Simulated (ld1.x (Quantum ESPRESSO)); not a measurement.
# Reading a pseudo-wave (lead (Pb))

Columns: radius, all-electron u(r) and pseudo u(r) of the 6p shell (level -4.41 eV) of lead in the configuration [Xe] 4f14 5d10 6s1 6p3; LDA (PZ), scalar-relativistic, ultrasoft scheme, ld1.x (Quantum ESPRESSO) 7.5.

```tsv
r (bohr)	all-electron	pseudo
0.148	-0.1064	0.0074
0.295	0.1668	0.0288
0.443	0.0487	0.0635
0.590	-0.1730	0.1090
0.738	-0.2733	0.1634
0.885	-0.2439	0.2231
1.033	-0.1370	0.2860
1.180	-0.0006	0.3482
1.328	0.1379	0.4080
1.475	0.2619	0.4621
1.623	0.3669	0.5096
1.770	0.4503	0.5487
1.918	0.5142	0.5795
2.065	0.5601	0.6015
2.213	0.5912	0.6158
2.360	0.6095	0.6228
2.508	0.6176	0.6237
2.655	0.6174	0.6194
2.802	0.6106	0.6109
2.950	0.5985	0.5985
3.098	0.5824	0.5824
3.245	0.5635	0.5635
3.393	0.5423	0.5423
3.540	0.5198	0.5198
3.688	0.4962	0.4962
3.835	0.4723	0.4723
```

Problem. How many radial nodes do the two functions have?

Solution. The all-electron 6p function has n − l − 1 = 4 (the table is too coarse to show those close to the nucleus); the pseudo-wave has 0, since the states of the same l below it are removed with the core.

Problem. At about which radius was the pseudo-wave matched?

Solution. 2.95 bohr. The columns agree to 0.0005 from 2.80 bohr on; several derivatives are matched, so the curves merge somewhat inside the radius.

Problem. Is the pseudo-wave norm-conserving?

Solution. No, it belongs to an ultrasoft set: the norm inside the radius is not constrained, and the difference is carried by the augmentation charge.
